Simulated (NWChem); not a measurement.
System: SnSiH4O, singlet; SMILES [SiH3][Sn][OH]

Excerpt of the output:

```
             Northwest Computational Chemistry Package (NWChem) 7.3.0
             --------------------------------------------------------

 C1  symmetry detected

                             Geometry "geometry" -> ""
                             -------------------------

 Output coordinates in angstroms (scale by  1.889725989 to convert to a.u.)

  No.       Tag          Charge          X              Y              Z
 ---- ---------------- ---------- -------------- -------------- --------------
    1 Sn                  50.0000     0.32914210     0.58815687     0.00004428
    2 O                    8.0000    -1.64395552     0.94132987    -0.00016899
    3 H                    1.0000    -2.20809107     0.15891987     0.00251979
    4 Si                  14.0000    -0.04272906    -2.08550507     0.00011487
    5 H                    1.0000     1.20327944    -2.91903985     0.02790423
    6 H                    1.0000    -0.82547551    -2.49298037    -1.21712686
    7 H                    1.0000    -0.87696699    -2.48831100     1.18423236

 Effective nuclear repulsion energy (a.u.)     318.6358199372

                                 NWChem DFT Module
                                 -----------------

 Summary of "ao basis" -> "ao basis" (spherical)
 ------------------------------------------------------------------------------
       Tag                 Description            Shells   Functions and Types
 ---------------- ------------------------------  ------  ---------------------
 Sn                         def2-svp                10       26   4s4p2d
 O                          def2-svp                 6       14   3s2p1d
 H                          def2-svp                 3        5   2s1p
 Si                         def2-svp                 8       18   4s3p1d

            General Information
            -------------------
          SCF calculation type: DFT
          Wavefunction type:  closed shell.
          No. of atoms     :     7
          No. of electrons :    48
           Alpha electrons :    24
            Beta electrons :    24
          Charge           :     0
          Spin multiplicity:     1
          Use of symmetry is: off; symmetry adaption is: off
          Maximum number of iterations: 150
          AO basis - number of functions:    78
                     number of shells:    36
          Convergence on energy requested:  1.00D-06
          Convergence on density requested:  1.00D-05
          Convergence on gradient requested:  5.00D-04

              XC Information
              --------------
                         PBE0 Method XC Functional
                     Hartree-Fock (Exact) Exchange  0.250
          PerdewBurkeErnzerhof Exchange Functional  0.750
            Perdew 1991 LDA Correlation Functional  1.000 local
           PerdewBurkeErnz. Correlation Functional  1.000 non-local

             Grid Information
             ----------------
          Grid used for XC integration:  medium
          Radial quadrature: Mura-Knowles
          Angular quadrature: Lebedev.
          Tag              B.-S. Rad. Rad. Pts. Rad. Cut. Ang. Pts.
          ---              ---------- --------- --------- ---------
          Sn                  1.45      123          10.0       590
          O                   0.60       49          12.0       434
          H                   0.35       45          12.0       434
          Si                  1.10       88          10.0       590
          Grid pruning is: on
          Number of quadrature shells:   440
          Spatial weights used:  Erf1

      Superposition of Atomic Density Guess
      -------------------------------------

 Sum of atomic energies:        -614.52255725

      Non-variational initial energy
      ------------------------------

 Total energy =    -579.102435
 1-e energy   =   -1209.077269
 2-e energy   =     465.622600
 HOMO         =      -0.202956
 LUMO         =      -0.064864

   convergence    iter        energy       DeltaE   RMS-Dens  Diis-err
 ---------------- ----- ----------------- --------- --------- ---------
 d= 0,ls=0.0,diis     1   -580.9773597614 -7.45D+02  2.49D-02  6.55D-01
 d= 0,ls=0.0,diis     2   -580.2854127256  6.92D-01  1.77D-02  6.30D+00
 d= 0,ls=0.0,diis     3   -581.0657035689 -7.80D-01  1.66D-03  1.22D-02
 d= 0,ls=0.0,diis     4   -581.0673543888 -1.65D-03  4.58D-04  1.48D-03
 d= 0,ls=0.0,diis     5   -581.0675637618 -2.09D-04  1.21D-04  5.15D-05
  Resetting Diis
 d= 0,ls=0.0,diis     6   -581.0675726375 -8.88D-06  3.12D-05  3.12D-06
 d= 0,ls=0.0,diis     7   -581.0675732282 -5.91D-07  1.59D-05  2.31D-07
 d= 0,ls=0.0,diis     8   -581.0675732356 -7.36D-09  7.76D-06  1.97D-07

         Total DFT energy =     -581.067573235605
      One electron energy =    -1211.559933358236
           Coulomb energy =      514.969440488598
    Exchange-Corr. energy =      -48.829314764085
 Nuclear repulsion energy =      164.352234398118

 Numeric. integr. density =       48.000038078628

                       DFT Final Molecular Orbital Analysis
                       ------------------------------------

 Vector   22  Occ=2.000000D+00  E=-3.198291D-01
              MO Center= -1.5D+00,  7.8D-01, -1.0D-03, r^2= 1.4D+00
   Bfn.  Coefficient  Atom+Function         Bfn.  Coefficient  Atom+Function
  ----- ------------  ---------------      ----- ------------  ---------------
    32      0.583989  2 O  pz                35      0.451617  2 O  pz
    13      0.141526  1 Sn pz                16      0.126786  1 Sn pz
    20     -0.071560  1 Sn d  1              69      0.070284  6 H  s
    74     -0.068541  7 H  s                 58     -0.057509  4 Si pz
    25      0.056329  1 Sn d  1              55     -0.054524  4 Si pz

[...]
```

Level: PBE0/def2-SVP with def2 effective core potentials on Sn, vertical spin-unrestricted ions. Low-valent species are run as closed-shell singlets; no triplet was tried in these runs. Structure relaxed at the PBE0/def2-SVP level. Not confirmed as a minimum by frequencies. def2 effective core potentials on Sn; no spin-orbit coupling.

Q: Reconstruct the input file.

A: One answer among several that fit: the input that was run:
```
start job
memory heap 200 mb stack 900 mb global 1100 mb
geometry units angstroms noautoz
  Sn     0.353990     0.595948     0.001436
  O     -1.598061     1.051189    -0.008462
  H     -2.202110     0.299162    -0.007140
  Si    -0.156352    -2.054769     0.004031
  H      1.044506    -2.951883     0.038905
  H     -0.953692    -2.423234    -1.216169
  H     -1.015762    -2.411511     1.184916
end
basis spherical
  * library def2-svp
end
ecp
  Sn library def2-ecp
end
dft
  xc pbe0
  iterations 150
  vectors input atomic output neutral.movecs
end
task dft energy
charge 1
dft
  odft
  mult 2
  vectors input atomic output cation.movecs
end
task dft energy
```
